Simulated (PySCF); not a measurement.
Ionisation energy of C⁺ by level of theory

C⁺ [He] 2s2 2p1 (2P) → C²⁺ [He] 2s2 (1S), as a difference of total energies. Computed with PySCF 2.14 in x2c-TZVPPall with one added diffuse shell each of s, p, d type (6s4p3d1f, 40 functions), with the spin-free X2C one-electron Hamiltonian (Gaussian nucleus). Correlated levels: valence: 1s2 frozen; valence and next inner shell: nothing frozen. The calculations carry no spin-orbit coupling.

```json
{"method": "UHF", "ionisation energy (eV)": "24.167", "error (eV)": "-0.211"}
{"method": "LDA", "ionisation energy (eV)": "24.762", "error (eV)": "+0.384"}
{"method": "PBE", "ionisation energy (eV)": "24.849", "error (eV)": "+0.471"}
{"method": "PBE0", "ionisation energy (eV)": "24.831", "error (eV)": "+0.453"}
{"method": "r2SCAN", "ionisation energy (eV)": "25.000", "error (eV)": "+0.622"}
{"method": "BHandHLYP", "ionisation energy (eV)": "24.873", "error (eV)": "+0.495"}
{"method": "revPBE", "ionisation energy (eV)": "24.816", "error (eV)": "+0.438"}
{"method": "TPSS", "ionisation energy (eV)": "25.004", "error (eV)": "+0.626"}
{"method": "wB97M-V", "ionisation energy (eV)": "24.396", "error (eV)": "+0.018"}
{"method": "MP2 (valence)", "ionisation energy (eV)": "24.370", "error (eV)": "-0.008"}
{"method": "SCS-MP2 (valence)", "ionisation energy (eV)": "24.332", "error (eV)": "-0.046"}
{"method": "MP2 (valence and next inner shell)", "ionisation energy (eV)": "24.384", "error (eV)": "+0.006"}
{"method": "SCS-MP2 (valence and next inner shell)", "ionisation energy (eV)": "24.340", "error (eV)": "-0.038"}
```

Reference: 24.378 eV (measured; NIST levels, between the centres of gravity of the two terms).

Errors of the correlated levels include the incompleteness of this basis and the frozen core.
